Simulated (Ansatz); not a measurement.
`F[Si](F)(S)[GeH3]` + H₂ → `F[SiH](F)S` + GeH₄ at 700 K and 1 bar (hydrogenolysis of the Si–Ge bond).

Isolated molecules relaxed with PBE0-D4/def2-TZVP in Ansatz; ΔE leaves out vibrations. CCSD(T)/CBS is the MP2 limit (def2-TZVPP, def2-QZVPP) plus CCSD(T) − MP2 in def2-TZVPP, frozen cores. This one scheme is used for every species. For Ge outer-core shells are correlated without core-valence functions, which leaves a few kJ/mol of doubt a bond. Scalar relativity is left out up to krypton. Each species was taken in one conformer, which may not be the lowest.

```json
{"species": "`F[Si](F)(S)[GeH3]`", "CCSD(T)/CBS energy (Eh)": "-2965.12336", "H − E (kJ/mol)": "189.1", "S (J/(mol·K))": "513.5"}
{"species": "H₂", "CCSD(T)/CBS energy (Eh)": "-1.17544", "H − E (kJ/mol)": "46.8", "S (J/(mol·K))": "155.3"}
{"species": "`F[SiH](F)S`", "CCSD(T)/CBS energy (Eh)": "-887.80771", "H − E (kJ/mol)": "120.0", "S (J/(mol·K))": "395.4"}
{"species": "GeH₄", "CCSD(T)/CBS energy (Eh)": "-2078.49493", "H − E (kJ/mol)": "112.9", "S (J/(mol·K))": "267.3"}
```

H − E and S are ideal-gas, rigid-rotor, harmonic terms from PBE0-D4/def2-TZVP, for one conformer and one mirror image of each species. For small species the MP2-based limit differs from directly extrapolated CCSD(T) by up to some mEh (0.8 for H₂); such offsets cancel only in part. 1 Eh = 2625.50 kJ/mol, R = 8.31446 J/(mol·K).

Q: By hand: ΔE, ΔH, ΔS and ΔG.

A: ΔE = (-887.80771) + (-2078.49493) − (-2965.12336) − (-1.17544) = -0.00384 Eh = -10.1 kJ/mol. Δ(H − E) = 120.0 + 112.9 − 189.1 − 46.8 = -3.0, so ΔH = -13.1 kJ/mol. ΔS = 395.4 + 267.3 − 513.5 − 155.3 = -6.1 J/(mol·K). ΔG = -13.1 − 700 × (-6.1)/1000 = -8.8 kJ/mol.

Q: By hand: the equilibrium constant, and the temperature at which ΔG would vanish if ΔH and ΔS stayed fixed.

A: log₁₀ K = −ΔG/(RT ln 10) = 0.7. ΔG = 0 at ΔH/ΔS = 2148 K, though so small a ΔS makes that figure unsure.

The number of gas molecules stays the same, so ΔS is small and ΔH decides. A doubt of 5 kJ/mol in ΔE shifts log₁₀ K by 0.4 here. Other conformers and mirror images would add mixing entropy, several J/(mol·K) or more a flexible species. These are equilibria of isolated gas molecules and say nothing of rates. Largest T1 diagnostic: 0.012 (customary marks: 0.02 for closed shells, 0.045 for open ones).
